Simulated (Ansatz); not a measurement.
Basis-set series for FH$_{7}$N$_{2}$Si$_{2}$ (`N[Si](N)(F)[SiH3]`). The species carries charge 0 and has multiplicity 1. The geometry is a stationary point of PBE0-D4/def2-TZVP. It is one conformer, not always the lowest.

| functional | basis | functions | energy (Eh) | HOMO (eV) | LUMO (eV) |
| --- | --- | --- | --- | --- | --- |
| PBE0-D4 | def2-TZVPP | 275 | -792.33467 | -7.33 | 0.39 |
| PBE0-D4 | def2-QZVPP | 521 | -792.36767 | -7.37 | 0.24 |
| ωB97M-V | def2-TZVPP | 275 | -792.67975 | -9.51 | 2.06 |
| ωB97M-V | def2-QZVPP | 521 | -792.71071 | -9.55 | 1.46 |

(1) Give the rows for def2-SVP. (Estimate.)

Results:

(1) Ansatz gave: 
| functional | basis | functions | energy (Eh) | HOMO (eV) | LUMO (eV) |
| --- | --- | --- | --- | --- | --- |
| PBE0-D4 | def2-SVP | 113 | -791.85496 | -7.11 | 0.75 |
| ωB97M-V | def2-SVP | 113 | -792.19150 | -9.29 | 2.60 |

Positive LUMOs are unbound and depend on the basis.
